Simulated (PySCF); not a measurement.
**I⁺ (iodine, charge +1) across methods**

[Kr] 4d10 5s2 5p4, high-spin 3P determinant. Computed with PySCF 2.14 in def2-QZVPPD with the def2 core potential (28 electrons) (8s7p5d4f1g, 91 functions), with a scalar-relativistic core potential.

```json
{"method": "HSE06", "E (hartree)": "-297.3043", "mean ε 5s β (eV)": "-26.444", "mean ε 5p α (eV)": "-16.885", "mean ε 5p β (eV)": "-15.367", "Σ⟨r²⟩ (bohr²)": "48.16", "⟨S²⟩": "2.004"}
{"method": "wB97M-V", "E (hartree)": "-297.2804", "mean ε 5s β (eV)": "-29.281", "mean ε 5p α (eV)": "-19.477", "mean ε 5p β (eV)": "-17.994", "Σ⟨r²⟩ (bohr²)": "48.27", "⟨S²⟩": "2.003"}
{"method": "r2SCAN", "E (hartree)": "-297.4090", "mean ε 5s β (eV)": "-25.548", "mean ε 5p α (eV)": "-16.456", "mean ε 5p β (eV)": "-14.866", "Σ⟨r²⟩ (bohr²)": "47.99", "⟨S²⟩": "2.006"}
{"method": "LDA", "E (hartree)": "-296.8633", "mean ε 5s β (eV)": "-25.864", "mean ε 5p α (eV)": "-16.075", "mean ε 5p β (eV)": "-14.713", "Σ⟨r²⟩ (bohr²)": "48.14", "⟨S²⟩": "2.001"}
{"method": "BP86", "E (hartree)": "-297.4228", "mean ε 5s β (eV)": "-25.612", "mean ε 5p α (eV)": "-16.070", "mean ε 5p β (eV)": "-14.712", "Σ⟨r²⟩ (bohr²)": "48.07", "⟨S²⟩": "2.003"}
{"method": "BLYP", "E (hartree)": "-297.2457", "mean ε 5s β (eV)": "-25.429", "mean ε 5p α (eV)": "-15.713", "mean ε 5p β (eV)": "-14.446", "Σ⟨r²⟩ (bohr²)": "48.32", "⟨S²⟩": "2.002"}
{"method": "PBE", "E (hartree)": "-297.2803", "mean ε 5s β (eV)": "-25.415", "mean ε 5p α (eV)": "-15.990", "mean ε 5p β (eV)": "-14.557", "Σ⟨r²⟩ (bohr²)": "48.17", "⟨S²⟩": "2.003"}
{"method": "UHF", "E (hartree)": "-296.30897", "mean ε 5s β (eV)": "-29.674", "mean ε 5p α (eV)": "-20.479", "mean ε 5p β (eV)": "-18.404", "Σ⟨r²⟩ (bohr²)": "48.58", "⟨S²⟩": "2.011"}
{"method": "PBE0", "E (hartree)": "-297.3070", "mean ε 5s β (eV)": "-26.797", "mean ε 5p α (eV)": "-17.330", "mean ε 5p β (eV)": "-15.767", "Σ⟨r²⟩ (bohr²)": "48.10", "⟨S²⟩": "2.004"}
```

Energies and moments cover only the electrons outside the core potential.
